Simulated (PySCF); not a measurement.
CaH2O2, SMILES [OH][Ca][OH]. The structure is a stationary point at B3LYP-D3(BJ)/def2-TZVP. The values are those of a single conformer.

Q: Give the equilibrium geometry at B3LYP-D3(BJ)/def2-TZVP (PySCF confirms it by a frequency run) as bond lengths and angles, and its point group. (An estimate is asked for; the answer gives what the named calculation found.)

A: Several could match; the one computed here: point group C2v.
Atoms: Ca1 O2 O3 H4 H5. Bonded distances (Å): Ca1–O2 2.039, Ca1–O3 2.039, O2–H4 0.955, O3–H5 0.955. Bond angles (°): O2–Ca1–O3 177.8, Ca1–O2–H4 179.5, Ca1–O3–H5 179.5.
Charge 0, spin multiplicity 1.
